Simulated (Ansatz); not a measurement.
`S=C=CBBr` + CH₃NH₂ → `CNBBr` + `C=C=S` at 600 K and 1 bar (ligand exchange at a B–C bond).

Program: Ansatz. Geometries: PBE0-D4/def2-TZVP. ΔE: electronic, gas phase. CCSD(T)/CBS is the MP2 limit (def2-TZVPP, def2-QZVPP) plus CCSD(T) − MP2 in def2-TZVPP, frozen cores. This one scheme is used for every species. For Br outer-core shells are correlated without core-valence functions, which leaves a few kJ/mol of doubt a bond. Scalar relativity is left out up to krypton. One conformer a species, not always the lowest.

| species | CCSD(T)/CBS energy (Eh) | H − E (kJ/mol) | S (J/(mol·K)) |
| --- | --- | --- | --- |
| `S=C=CBBr` | -3073.19240 | 140.7 | 405.8 |
| CH₃NH₂ | -95.75281 | 199.3 | 283.8 |
| `CNBBr` | -2693.95268 | 229.3 | 383.5 |
| `C=C=S` | -475.02456 | 109.0 | 296.8 |

H − E and S are ideal-gas, rigid-rotor, harmonic terms from PBE0-D4/def2-TZVP, for one conformer and one mirror image of each species. 1 Eh = 2625.50 kJ/mol, R = 8.31446 J/(mol·K).

Question: By hand: ΔE, ΔH, ΔS and ΔG.

Answer: ΔE = (-2693.95268) + (-475.02456) − (-3073.19240) − (-95.75281) = -0.03203 Eh = -84.1 kJ/mol. Δ(H − E) = 229.3 + 109.0 − 140.7 − 199.3 = -1.7, so ΔH = -85.8 kJ/mol. ΔS = 383.5 + 296.8 − 405.8 − 283.8 = -9.3 J/(mol·K). ΔG = -85.8 − 600 × (-9.3)/1000 = -80.2 kJ/mol.

Question: By hand: the equilibrium constant, and the temperature at which ΔG would vanish if ΔH and ΔS stayed fixed.

Answer: log₁₀ K = −ΔG/(RT ln 10) = 7.0. ΔG = 0 at ΔH/ΔS = 9226 K, far beyond where these terms or the molecules hold.

The number of gas molecules stays the same, so ΔS is small and ΔH decides. A doubt of 5 kJ/mol in ΔE shifts log₁₀ K by 0.4 here. Other conformers and mirror images would add mixing entropy, several J/(mol·K) or more a flexible species. These are equilibria of isolated gas molecules and say nothing of rates. Largest T1 diagnostic: 0.017 (customary marks: 0.02 for closed shells, 0.045 for open ones).
